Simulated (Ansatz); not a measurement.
The multiplicity is imposed and other spin states were not computed.

Species: [Ag(CNH)(CN)] (charge 0, multiplicity 1).

Task: Give a relaxed geometry from r2SCAN-D4/def2-SVP run with Ansatz (a program for electronic structure).

Result: the end point of this relaxation.
Cartesian coordinates (Å) in one orientation:
```xyz
6

Ag    -0.063     0.088    -0.185
N     -0.991     1.395    -2.930
C     -0.650     0.915    -1.922
H     -1.285     1.809    -3.799
C      0.526    -0.741     1.556
N      0.868    -1.222     2.567
```
